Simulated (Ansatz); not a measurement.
Born–Oppenheimer molecular dynamics of C2H7BN2 (12 atoms, charge 0, multiplicity 1). It starts at the highest image of a converged band. Of that band: The profile has 2 maxima (images 2, 8) with wells between them (image 5): this band takes more than one step, which may be the mechanism or a detour left from its start path. Neighbouring images differ by up to 2.1 eV, so the band resolves the path poorly. A vibrational analysis at the climbing image gives one clearly imaginary mode, 1618i cm⁻¹: a first-order saddle point.

Computed with RKS PBE0-D4/def2-SVP (Ansatz 0.2.0).

```json
{
  "ensemble": "NVE (velocity Verlet)",
  "time step": "0.5 fs",
  "steps asked": "200",
  "starting velocities drawn for": "100 K",
  "seed": "10000"
}
```

Frames 0.5 fs apart, positions in Å, forces in eV/Å.

Velocities at 30.0 fs (Å/ps):

```
C -3.29 1.23 -1.09
C -3.77 -0.69 -0.16
N -0.41 5.55 8.54
B 16.14 3.13 3.72
N -1.75 -9.94 -11.41
H -1.46 -5.50 -6.80
H -10.12 -1.11 -6.46
H -0.68 -4.85 -2.53
H 0.14 3.29 17.77
H -36.12 -1.13 -6.78
H -1.85 25.68 11.62
H -8.83 4.50 8.03
```

```xyz
12
Properties=species:S:1:pos:R:3:forces:R:3 time_fs=30.0 energy_less_start_eV=-0.443 T=442
C -1.566 0.882 1.001 0.86 0.26 0.17
C -0.249 0.761 0.248 -0.11 -0.58 -0.65
N 0.858 -0.007 0.817 0.78 -0.45 -0.03
B 0.471 -0.546 -0.339 0.20 1.43 0.49
N 1.382 -1.399 -1.379 -3.85 0.61 -0.02
H -2.400 1.042 0.322 -0.46 0.19 -0.19
H -1.489 1.738 1.725 -0.16 -0.43 -0.46
H -1.743 -0.015 1.588 -0.19 -0.46 0.19
H 0.031 1.771 -0.121 0.11 -0.09 -0.01
H 2.335 -1.405 -1.117 1.59 -0.10 0.30
H 1.158 -1.008 -2.294 0.76 0.41 -0.09
H 0.937 -2.307 -1.455 0.46 -0.79 0.30
12
Properties=species:S:1:pos:R:3:forces:R:3 time_fs=30.5 energy_less_start_eV=-0.421 T=426
C -1.567 0.882 1.000 0.79 0.08 0.11
C -0.251 0.760 0.247 -0.04 -0.59 -0.65
N 0.858 -0.004 0.822 0.80 -0.50 -0.05
B 0.479 -0.545 -0.337 0.09 1.48 0.52
N 1.381 -1.404 -1.385 -4.39 0.87 0.04
H -2.401 1.040 0.319 -0.43 0.19 -0.16
H -1.495 1.737 1.722 -0.14 -0.36 -0.40
H -1.744 -0.018 1.587 -0.19 -0.38 0.16
H 0.032 1.772 -0.112 0.11 -0.08 -0.05
H 2.319 -1.405 -1.120 2.33 -0.12 0.50
H 1.158 -0.995 -2.289 0.70 0.37 -0.22
H 0.933 -2.305 -1.451 0.36 -0.95 0.20
12
Properties=species:S:1:pos:R:3:forces:R:3 time_fs=31.0 energy_less_start_eV=-0.409 T=417
C -1.569 0.883 1.000 0.67 -0.15 0.02
C -0.253 0.760 0.247 0.04 -0.59 -0.65
N 0.858 -0.002 0.826 0.81 -0.54 -0.06
B 0.487 -0.543 -0.335 -0.02 1.52 0.53
N 1.379 -1.409 -1.391 -4.61 1.07 0.16
H -2.404 1.038 0.315 -0.36 0.17 -0.10
H -1.500 1.735 1.717 -0.12 -0.26 -0.30
H -1.745 -0.022 1.587 -0.18 -0.26 0.10
H 0.032 1.774 -0.104 0.11 -0.07 -0.09
H 2.308 -1.406 -1.121 2.75 -0.14 0.62
H 1.160 -0.981 -2.284 0.64 0.31 -0.33
H 0.930 -2.306 -1.446 0.27 -1.05 0.11
12
Properties=species:S:1:pos:R:3:forces:R:3 time_fs=31.5 energy_less_start_eV=-0.417 T=423
C -1.570 0.884 0.999 0.53 -0.42 -0.11
C -0.255 0.759 0.247 0.12 -0.58 -0.64
N 0.858 0.001 0.830 0.83 -0.59 -0.06
B 0.495 -0.540 -0.333 -0.12 1.54 0.53
N 1.376 -1.413 -1.396 -4.43 1.23 0.37
H -2.407 1.036 0.310 -0.28 0.15 -0.03
H -1.506 1.732 1.711 -0.10 -0.13 -0.18
H -1.746 -0.026 1.586 -0.16 -0.13 0.03
H 0.033 1.775 -0.095 0.11 -0.07 -0.12
H 2.304 -1.407 -1.122 2.73 -0.15 0.62
H 1.163 -0.966 -2.279 0.57 0.23 -0.41
H 0.928 -2.310 -1.441 0.21 -1.07 0.01
12
Properties=species:S:1:pos:R:3:forces:R:3 time_fs=32.0 energy_less_start_eV=-0.444 T=443
C -1.571 0.884 0.999 0.36 -0.71 -0.25
C -0.257 0.758 0.246 0.20 -0.57 -0.63
N 0.859 0.003 0.834 0.84 -0.62 -0.06
B 0.503 -0.537 -0.330 -0.22 1.55 0.51
N 1.373 -1.418 -1.402 -3.86 1.32 0.67
H -2.410 1.035 0.306 -0.17 0.12 0.05
H -1.512 1.729 1.705 -0.07 0.02 -0.05
H -1.748 -0.031 1.586 -0.14 0.00 -0.04
H 0.034 1.776 -0.087 0.10 -0.06 -0.16
H 2.307 -1.409 -1.121 2.29 -0.17 0.49
H 1.167 -0.950 -2.276 0.50 0.12 -0.45
H 0.926 -2.316 -1.435 0.18 -1.00 -0.09
12
Properties=species:S:1:pos:R:3:forces:R:3 time_fs=32.5 energy_less_start_eV=-0.475 T=466
C -1.572 0.885 0.998 0.19 -0.98 -0.41
C -0.259 0.757 0.246 0.27 -0.54 -0.62
N 0.859 0.005 0.839 0.85 -0.65 -0.04
B 0.511 -0.534 -0.328 -0.31 1.53 0.47
N 1.369 -1.422 -1.407 -3.03 1.36 1.03
H -2.415 1.034 0.302 -0.06 0.09 0.14
H -1.518 1.727 1.699 -0.04 0.16 0.09
H -1.750 -0.036 1.585 -0.12 0.13 -0.11
H 0.035 1.777 -0.079 0.09 -0.07 -0.19
H 2.315 -1.411 -1.118 1.54 -0.18 0.28
H 1.173 -0.935 -2.273 0.43 -0.01 -0.45
H 0.924 -2.324 -1.431 0.19 -0.85 -0.18
12
Properties=species:S:1:pos:R:3:forces:R:3 time_fs=33.0 energy_less_start_eV=-0.495 T=482
C -1.573 0.885 0.998 0.02 -1.24 -0.56
C -0.260 0.756 0.245 0.35 -0.50 -0.60
N 0.860 0.008 0.843 0.86 -0.67 -0.02
B 0.519 -0.531 -0.325 -0.40 1.50 0.42
N 1.364 -1.426 -1.413 -2.10 1.36 1.39
H -2.419 1.033 0.298 0.05 0.07 0.22
H -1.525 1.724 1.694 -0.02 0.30 0.22
H -1.753 -0.040 1.585 -0.11 0.25 -0.16
H 0.036 1.778 -0.072 0.07 -0.07 -0.22
H 2.327 -1.414 -1.115 0.67 -0.20 0.02
H 1.180 -0.919 -2.272 0.36 -0.17 -0.41
H 0.923 -2.335 -1.426 0.23 -0.62 -0.28
12
Properties=species:S:1:pos:R:3:forces:R:3 time_fs=33.5 energy_less_start_eV=-0.495 T=482
C -1.574 0.885 0.997 -0.12 -1.44 -0.70
C -0.262 0.755 0.244 0.42 -0.46 -0.58
N 0.860 0.010 0.847 0.87 -0.69 0.00
B 0.527 -0.527 -0.323 -0.47 1.45 0.35
N 1.359 -1.429 -1.418 -1.22 1.34 1.71
H -2.423 1.032 0.295 0.14 0.04 0.29
H -1.531 1.722 1.688 0.01 0.41 0.32
H -1.755 -0.044 1.583 -0.09 0.34 -0.21
H 0.038 1.778 -0.065 0.05 -0.08 -0.24
H 2.340 -1.417 -1.113 -0.17 -0.22 -0.23
H 1.188 -0.903 -2.272 0.30 -0.34 -0.34
H 0.923 -2.347 -1.422 0.28 -0.35 -0.37
12
Properties=species:S:1:pos:R:3:forces:R:3 time_fs=34.0 energy_less_start_eV=-0.475 T=466
C -1.575 0.885 0.996 -0.24 -1.57 -0.80
C -0.264 0.754 0.243 0.50 -0.41 -0.56
N 0.861 0.012 0.851 0.87 -0.70 0.04
B 0.535 -0.523 -0.320 -0.55 1.38 0.28
N 1.353 -1.433 -1.422 -0.47 1.30 1.96
H -2.427 1.032 0.292 0.22 0.02 0.34
H -1.538 1.722 1.684 0.03 0.48 0.39
H -1.758 -0.048 1.582 -0.08 0.40 -0.23
H 0.040 1.778 -0.059 0.03 -0.09 -0.27
H 2.353 -1.420 -1.110 -0.89 -0.24 -0.44
H 1.196 -0.889 -2.272 0.24 -0.52 -0.25
H 0.923 -2.360 -1.419 0.33 -0.06 -0.46
12
Properties=species:S:1:pos:R:3:forces:R:3 time_fs=34.5 energy_less_start_eV=-0.442 T=442
C -1.576 0.884 0.995 -0.32 -1.62 -0.85
C -0.265 0.753 0.242 0.56 -0.35 -0.54
N 0.862 0.014 0.856 0.88 -0.71 0.07
B 0.542 -0.519 -0.317 -0.62 1.30 0.19
N 1.348 -1.436 -1.427 0.13 1.26 2.15
H -2.431 1.031 0.290 0.28 0.00 0.37
H -1.544 1.722 1.680 0.05 0.49 0.42
H -1.762 -0.050 1.580 -0.07 0.43 -0.24
H 0.042 1.779 -0.053 0.01 -0.10 -0.29
H 2.364 -1.424 -1.109 -1.45 -0.24 -0.61
H 1.205 -0.876 -2.274 0.18 -0.70 -0.15
H 0.924 -2.372 -1.417 0.37 0.23 -0.54
12
Properties=species:S:1:pos:R:3:forces:R:3 time_fs=35.0 energy_less_start_eV=-0.407 T=415
C -1.578 0.883 0.994 -0.37 -1.58 -0.86
C -0.267 0.752 0.240 0.62 -0.28 -0.51
N 0.863 0.015 0.860 0.88 -0.71 0.11
B 0.550 -0.514 -0.315 -0.69 1.21 0.10
N 1.343 -1.439 -1.431 0.58 1.23 2.27
H -2.433 1.031 0.289 0.30 -0.01 0.37
H -1.550 1.724 1.678 0.07 0.45 0.41
H -1.765 -0.051 1.577 -0.06 0.43 -0.22
H 0.043 1.779 -0.048 -0.01 -0.11 -0.30
H 2.371 -1.429 -1.109 -1.84 -0.24 -0.71
H 1.214 -0.864 -2.275 0.12 -0.86 -0.05
H 0.926 -2.385 -1.417 0.40 0.48 -0.61
12
Properties=species:S:1:pos:R:3:forces:R:3 time_fs=35.5 energy_less_start_eV=-0.379 T=394
C -1.579 0.882 0.992 -0.38 -1.47 -0.83
C -0.268 0.750 0.239 0.68 -0.22 -0.48
N 0.865 0.017 0.864 0.88 -0.70 0.16
B 0.557 -0.509 -0.312 -0.75 1.12 0.01
N 1.338 -1.442 -1.435 0.89 1.22 2.34
H -2.435 1.030 0.289 0.30 -0.02 0.35
H -1.556 1.726 1.676 0.09 0.36 0.35
H -1.768 -0.051 1.574 -0.06 0.39 -0.18
H 0.045 1.778 -0.044 -0.04 -0.12 -0.32
H 2.374 -1.434 -1.111 -2.06 -0.24 -0.76
H 1.224 -0.855 -2.277 0.05 -1.00 0.03
H 0.929 -2.396 -1.418 0.40 0.68 -0.66
```

Of the whole run (100 fs, mean temperature of the second half 471 K): The conserved energy stayed within 0.15 meV per atom of its start (net change 0.089 meV per atom), so the integration is sound. The system heated up, since it started high on the potential surface and ran downhill. A run of 0.1 ps of so small a system gives no equilibrium averages. The orbitals stay closed-shell, which can raise the energy where a bond breaks towards radicals; this wasn't checked here.

Time of the run: 3.2 min on 2 threads of AMD EPYC 9R45 96-Core Processor (Zen 5), with other jobs on the host, peak memory 0.24 GiB.
